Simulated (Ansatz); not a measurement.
Coupled-cluster diagnostics for B₄⁺, Ansatz.

Geometry of the doublet (B3LYP-D4/def2-TZVP):

| atom | x (Å) | y (Å) | z (Å) |
| --- | --- | --- | --- |
| B1 | -1.879 | 0.214 | -0.263 |
| B2 | 1.169 | 0.623 | 0.164 |
| B3 | 1.000 | -0.871 | 0.139 |
| B4 | -0.290 | 0.035 | -0.040 |

Correlated methods freeze 4 core orbitals. Another isomer (doublet) lies 1.40 eV lower at PBE0-D4/def2-TZVP; other spin states weren't run for this one.

Question: Estimate the CCSD(T) correlation energy, the shares of MP2 and (T), T1 and the reference's ⟨S²⟩ for: charge 1, doublet, own geometry in def2-TZVPP; and the rough time on 4 threads of Arm Neoverse V1 on a shared host.

Answer: 
```tsv
state	basis	correlation (eV)	MP2 share (%)	(T) share (%)	T1	⟨S²⟩ (pure)	wall time	remarks
charge 1, doublet, own geometry	def2-TZVPP	-9.534	72.0	8.3	0.144	2.06 (0.75)	8.5 s	large T1, spin-contaminated
```
Customary marks for T1 are 0.02 (closed shells), 0.045 (open shells) and about 0.05 (3d metals). T1 exceeds 0.02 in 1 of 1 rows and 0.045 in 1; the higher it lies, the less the single-reference result can be trusted.
